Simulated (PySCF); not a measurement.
Species: C4H5F3O2.
SMILES with atom numbers: `[CH3:1][CH2:2][O:3][C:4](=[O:5])[C:6]([F:7])([F:8])[F:9]`

Structure used (PBE0-D3(BJ)/def2-TZVP), in Å, numbered top down from 1:
```xyz
14
C4H5F3O2 angstrom
C     -1.997   -0.535    0.676
C     -1.226    0.698    0.281
O      0.163    0.581    0.653
C      0.949   -0.039   -0.205
O      0.648   -0.515   -1.258
C      2.399   -0.042    0.328
F      3.153   -0.856   -0.391
F      2.911    1.189    0.248
F      2.448   -0.431    1.601
H     -3.055   -0.391    0.446
H     -1.902   -0.728    1.746
H     -1.646   -1.408    0.124
H     -1.282    0.879   -0.793
H     -1.571    1.581    0.817
```

Lines to be assigned: C 1s: 291.28 (area 1), 292.98 (area 1), 295.43 (area 1), 298.57 (area 1) eV; O 1s: 538.58 (area 1), 540.15 (area 1) eV; F 1s: 694.29 eV.

The calculation used delta-SCF UKS SCAN, pcX-3 on the ionised atom, pcseg-2 elsewhere, spin-free X2C (PySCF 2.14.0). Isolated species at its PBE0-D3(BJ)/def2-TZVP geometry (one conformer only).

Assign the C 1s lines to atoms.

291.28 eV: C1 (methyl carbon); 292.98 eV: C2 (sp3 carbon bound to oxygen); 295.43 eV: C4 (ester carbonyl carbon); 298.57 eV: C6 (CF3 carbon). Lowest listed C 1s: C1, bonded to C and 3 H. Highest, 7.29 eV above it: C6, bonded to 3 F and C.

Order the oxygen atoms by O 1s binding energy.

538.58 eV: O5 (ester carbonyl oxygen); 540.15 eV: O3 (ester single-bonded oxygen). The listed O 1s values span 1.57 eV, from O5 (bonded to C (double bond)) to O3 (bonded to 2 C). Summing the Pauling electronegativity differences to the bonded atoms, each weighted by its formal bond order, gives -1.78 for the lowest site and -1.78 for the highest; the sum is the same at every site.

Bonded neighbours of each site: C1: C and 3 H; C2: O, C and 2 H; O3: 2 C; C4: O (double bond), O and C; O5: C (double bond); C6: 3 F and C; F7/F8/F9: C.

Which photon energy gives electrons from F 1s of F7/F8/F9 a kinetic energy of 150 eV, and what is their de Broglie wavelength?

hν = 694.29 + 150 = 844.29 eV, recoil neglected; λ = 12.264 Å/√(E/eV) = 1.00 Å.

Topologically equivalent atoms share the value of their first member; where this conformer doesn't relate them by symmetry, their own values could differ.

On Intel Xeon at 2.50 GHz, 2 threads, shared host with 64 logical CPUs at a one-minute load of 63, this took 6.7 min wall, 14 min CPU and 2.3 GiB of memory at its peak.
